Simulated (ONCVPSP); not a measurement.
How hard is this oxygen ONCV potential?

- Element: O (Z = 8)
- Generator: ONCVPSP 4.0.1
- Type: optimised norm-conserving Vanderbilt (ONCV)
- Functional: LDA (Perdew-Wang 92)
- Relativity: scalar-relativistic
- Frozen core: [He]
- Valence charge: 6
- Reference configuration: 2s2 2p4
- Partial waves: 2s: rc 0.75 bohr, ncon 4, nbas 9, qcut 6.8 1/bohr, local; 2p: rc 1.45 bohr, ncon 4, nbas 8, qcut 8.6 1/bohr, 1 projector; d scattering state at 0.09 Ha: rc 1.30 bohr, ncon 3, nbas 6, qcut 8.5 1/bohr, 3 projectors, debl 3.2 Ha
- Local potential: the s channel
- Core correction: Teter function, fcfact 3, rcfact 1.2

**Question.** For each optimised wave give the share of its norm inside rc, the residual kinetic energy above qcut (Ha) and the cutoffs (Ha) for errors of 10, 1, 0.1 and 0.01 mHa per electron.

**Answer.**

```
         wave  norm inside rc  residual KE  10 mHa  1 mHa  0.1 mHa  0.01 mHa
           2s           0.228      1.4e-02    25.6  210.7    404.2     462.6
           2p           0.685      1.6e-05    22.3   28.5     33.1      43.9
d projector 1           0.000      8.1e-10     0.1    0.4      1.6       6.0
d projector 2           0.211      4.2e-05    18.0   26.6     33.7      53.6
d projector 3           0.134      4.1e-04    25.0   33.6     40.1      68.3
```

The occupied waves need 211 Ha and 404 Ha for 1 and 0.1 mHa. Rows with under 1 % of the norm inside rc give no meaningful cutoff. Its largest configuration-test error is +2474 meV.
